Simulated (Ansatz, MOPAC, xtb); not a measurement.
Noncovalent pair: H2O (SMILES O) (first 3 atoms) with CH3F (SMILES CF); geometry from B3LYP-D3(BJ)/def2-TZVP, rigid monomers moved along the line of their centres of mass till H3···F5 is 2.80 Å.
(charge 0, multiplicity 1):
```csv
atom,x (Å),y (Å),z (Å)
O,-0.1214,-0.0633,0.5828
H,0.0078,0.6366,-0.0644
H,-0.4799,0.3723,1.3672
C,0.4821,-0.2457,4.6060
F,-0.4536,0.6933,4.1473
H,-0.0496,-0.9987,5.1866
H,0.9644,-0.6947,3.7393
H,1.2080,0.2761,5.2286
```

Counterpoise-corrected where a basis set is named; no monomer relaxation.

Cores are frozen in the correlated methods. CBS(a, b) extrapolates the correlation energy as X⁻³ and adds the Hartree–Fock energy of set b. The state reached by AM1 isn't checked.

Run with Ansatz (Gaussian basis) for Hartree–Fock, density functionals and correlated methods; MOPAC for AM1 (differences of heats of formation); xtb for the GFN methods. Each number belongs to the level named beside it.

The comparison value is -2.14 kcal/mol (MP2/CBS(aug-cc-pVDZ, aug-cc-pVTZ) + ΔCCSD(T)/aug-cc-pVDZ). It is a level with limits of its own, not the exact answer.

Q: Order these levels by how close they come to the comparison value for the interaction energy, closest first: GFN-FF, AM1, GFN1-xTB. Give each level's value less the comparison value.

A: GFN-FF (-0.01 kcal/mol), GFN1-xTB (0.59 kcal/mol), AM1 (1.00 kcal/mol)

Ansatz is a first-principles code.
